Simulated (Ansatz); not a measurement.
Consider the formal hydrolysis of the Si–O bond: `C[Si@H](O)O[Si@@H](O)F` + H₂O → `C[SiH](O)O` + `O[SiH](O)F`.

Isolated molecules relaxed with PBE0-D4/def2-TZVP in Ansatz; ΔE leaves out vibrations. CBS: MP2 limit from def2 TZ/QZ plus the TZ coupled-cluster correction, frozen cores. This one scheme is used for every species. DFT in def2-TZVPP. Each species was taken in one conformer, which may not be the lowest.

`C[Si@H](O)O[Si@@H](O)F`:

Cartesian coordinates in Å:
```
C -0.825 -1.177 -1.628
Si 0.593 -0.335 -0.803
O 1.065 -1.271 0.483
O 0.120 1.126 -0.227
Si -0.253 1.718 1.241
O -0.585 0.521 2.287
F 1.002 2.559 1.741
H -1.234 -0.552 -2.426
H -1.623 -1.372 -0.906
H -0.516 -2.131 -2.061
H 1.755 -0.119 -1.700
H 2.003 -1.299 0.682
H -1.398 2.633 1.172
H -0.105 -0.303 2.144
```

H₂O:

Cartesian coordinates in Å:
```
O 0.042 0.379 -0.077
H -0.198 -0.023 0.760
H 0.156 -0.356 -0.683
```

`C[SiH](O)O`:

Cartesian coordinates in Å:
```
C -0.299 -1.211 0.532
Si 0.188 0.531 0.136
O 1.428 0.400 -0.940
O -1.061 1.422 -0.462
H -0.592 -1.751 -0.373
H 0.536 -1.750 0.984
H -1.139 -1.231 1.230
H 0.608 1.302 1.333
H 1.857 1.212 -1.215
H -1.527 1.077 -1.224
```

`O[SiH](O)F`:

```xyz
7

O    -0.734   -0.362    1.085
Si   -0.063   -0.084   -0.374
O     0.609    1.389   -0.363
F     1.020   -1.225   -0.636
H    -0.885   -1.269    1.355
H    -1.012   -0.128   -1.494
H     1.066    1.680    0.427
```

```json
{"level": "PBE-D4", "ΔE (kJ/mol)": "21.4"}
{"level": "MP2/def2-QZVPP", "ΔE (kJ/mol)": "25.3"}
```

**Question.** What does CCSD(T)/CBS give? (An estimate is asked.)

**Answer.** Computed: +26.6 kJ/mol. The listed levels differ from it by -5.2, -1.3 kJ/mol.

Largest T1 diagnostic among the species: 0.012.

The D4 term adds +11.4 kJ/mol with B3LYP and +6.8 kJ/mol with PBE0; it sums over pairs of atoms, weighted by their polarisabilities, and B3LYP, whose exchange is more repulsive, gets the larger term. In def2-TZVPP, CCSD(T) changes the Hartree–Fock value by +6.9 kJ/mol (the triples alone add +1.1 kJ/mol) and MP2 by +6.2 kJ/mol.

B3LYP here is the variant with VWN-RPA as its local correlation; programs differ in this.
